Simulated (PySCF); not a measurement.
Species: C6H8F (charge +1).
Atom-mapped SMILES: `[CH:1]#[C:2][C+:3]([CH3:4])[CH2:5][CH2:6][F:7]` (hydrogens: H8 on C1; H9, H10, H11 on C4; H12, H13 on C5; H14, H15 on C6)

The same species was optimised twice, with GFN2-xTB and with PBE0-D3(BJ)/def2-SVP (PySCF), and the same property calculations (PySCF, gas phase) were run on both structures.

```tsv
coordinate	GFN2-xTB	PBE0-D3(BJ)/def2-SVP	change
C3–C4 (Å)	1.443	1.458	+0.015
C1≡C2 (Å)	1.212	1.222	+0.010
C3–C5 (Å)	1.468	1.473	+0.005
C5–C6 (Å)	1.560	1.556	-0.004
C2–C3 (Å)	1.383	1.387	+0.004
C6–F7 (Å)	1.358	1.358	0.000
C3–C5–C6 (°)	107.6	109.5	+1.9
C5–C6–F7 (°)	109.0	109.8	+0.8
C1–C2–C3 (°)	178.8	179.4	+0.6
C4–C3–C5 (°)	120.5	120.0	-0.5
C2–C3–C5 (°)	119.2	119.5	+0.3
C2–C3–C4 (°)	120.1	120.3	+0.2
C2–C3–C5–C6 (°)	89	91	+2
C3–C5–C6–F7 (°)	62	60	-2
```

Rotational constants: A = 4330, B = 1728, C = 1482 MHz (GFN2-xTB) against A = 4338, B = 1689, C = 1450 MHz (PBE0-D3(BJ)/def2-SVP). Point groups within 0.08 Å: C1 and C1. Atoms that the bonding makes alike are paired by their places after alignment.

On the GFN2-xTB structure: HOMO (eV) -14.01 [PBE0/pcSseg-1]; LUMO (eV) -9.17 [PBE0/pcSseg-1]; GIAO shielding of C1 (ppm) -29.8 [PBE0/pcSseg-1]; GIAO shielding of C2 (ppm) 83.5 [PBE0/pcSseg-1]; GIAO shielding of C3 (ppm) -99.9 [PBE0/pcSseg-1]; GIAO shielding of C4 (ppm) 130.8 [PBE0/pcSseg-1]; GIAO shielding of C5 (ppm) 119.8 [PBE0/pcSseg-1]; GIAO shielding of C6 (ppm) 96.1 [PBE0/pcSseg-1]; GIAO shielding of F7 (ppm) 383.2 [PBE0/pcSseg-1].

Q: What do these properties become on the PBE0-D3(BJ)/def2-SVP structure?

A: 
| property | level | on GFN2-xTB | on PBE0-D3(BJ)/def2-SVP | change |
| --- | --- | --- | --- | --- |
| HOMO (eV) | PBE0/pcSseg-1 | -14.01 | -13.95 | +0.06 |
| LUMO (eV) | PBE0/pcSseg-1 | -9.17 | -9.17 | 0.00 |
| energy, GFN2-xTB geometry as zero (kcal/mol) | PBE0/pcSseg-1 | 0.0 | -0.4 | -0.4 |
| GIAO shielding of C1 (ppm) | PBE0/pcSseg-1 | -29.8 | -36.7 | -6.9 |
| GIAO shielding of C2 (ppm) | PBE0/pcSseg-1 | 83.5 | 82.8 | -0.7 |
| GIAO shielding of C3 (ppm) | PBE0/pcSseg-1 | -99.9 | -102.7 | -2.8 |
| GIAO shielding of C4 (ppm) | PBE0/pcSseg-1 | 130.8 | 126.9 | -3.9 |
| GIAO shielding of C5 (ppm) | PBE0/pcSseg-1 | 119.8 | 119.3 | -0.5 |
| GIAO shielding of C6 (ppm) | PBE0/pcSseg-1 | 96.1 | 96.7 | +0.6 |
| GIAO shielding of F7 (ppm) | PBE0/pcSseg-1 | 383.2 | 384.6 | +1.4 |

The heavy atoms differ by 0.026 Å rms after alignment (one structure mirrored). Among bonds between heavy atoms C3–C4 changes most (+0.015 Å). Changes are differences of the printed values. Neither structure is proved a minimum here. One conformer (not necessarily the lowest) at the PBE0-D3(BJ)/def2-SVP geometry, without solvent, vibrations or thermal averaging.

The values belong to the conformer `[CH:1]#[C:2][C+:3]([CH3:4])[CH2:5][CH2:6][F:7]`: C2–C3–C5–C6 91°, C3–C5–C6–F7 60°.
